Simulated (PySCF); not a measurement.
Si(H)(F) anion (FHSi), SMILES F[SiH] (connectivity only; charge and spin as stated), charge -1, multiplicity 2.

Coordinates come from a B3LYP-D3(BJ)/def2-TZVPD optimisation. The multiplicity is an assumed one; other spin states were not compared. The isomer is the one that the SMILES or the coordinates give; other isomers of the formula were not compared.

Two levels are set side by side: PBE/def2-TZVPD (PySCF) and ωB97X/def2-TZVPD (PySCF). Same geometry, gas phase. Differences are taken from unrounded values.

| quantity | ωB97X | PBE | PBE minus ωB97X |
|---|---|---|---|
| α-spin orbital gap (eV) | 6.95 | 1.88 | -5.08 |
| β-spin orbital gap (eV) | 8.18 | 2.92 | -5.27 |
| mean polarisability (bohr³) | 64.9 | 73.1 | 8.2 |

PBE's more diffuse valence density responds more strongly to a field. Differences between two approximate levels are no errors against the true value.

Rough cost on one machine, each run with all the roots and properties that it gave: ωB97X against PBE within a factor of 2.
